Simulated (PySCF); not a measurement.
## Continuum solvent and chemical shifts

Numbering as in the mapped SMILES `[F:1][C:2]([F:3])([F:4])/[P:5]=[P:6]/[CH2:7][SiH3:8]` (H(Xn): hydrogen on atom n).

GIAO PBE0/pcSseg-1 in PySCF 2.14.0 with density-fitted response routines on one PBE0-D3(BJ)/def2-SVP conformer, non-relativistic, equivalent nuclei averaged. Solvents enter as an IEF-PCM continuum (chloroform with ε = 4.7, dimethylsulfoxide with ε = 46.8) around the gas-phase geometry. Shifts are referred to CFCl3, TMS computed in the same medium.

Gas phase, δ in ppm: F1/F3/F4 -57.5, C2 136.7, C7 20.7, Si8 -61.3, H(Si8) 4.08, H(C7) 2.75. Dipole moment 3.18 D.

Problem. How does each δ change in the continuum?

Solution. 
```csv
atoms,environment,"Δδ, chloroform","Δδ, dimethylsulfoxide"
F1/F3/F4,fluorine of a CF3 group,-1.0,-1.3
C2,CF3 carbon,+1.1,+1.6
C7,sp3 CH2 bonded to P and Si,+1.8,+2.5
Si8,"silicon bonded to C, 3 H",+1.1,+1.5
H(Si8),hydrogen on a silicon bonded to C,-0.04,-0.07
H(C7),hydrogen on an sp3 CH2 bonded to P and Si,+0.26,+0.37
```

Changes are relative to the gas phase. The dipole moment becomes 3.88 D in chloroform, 4.16 D in dimethylsulfoxide.

Problem. Which nuclei move most (in ppm), and what does the model miss?

Solution. C7 (sp3 CH2 bonded to P and Si, +2.5 ppm) in dimethylsulfoxide. A continuum only polarises the solute; specific hydrogen bonds, the anisotropy of aromatic solvents and changes of geometry or conformer are outside it.
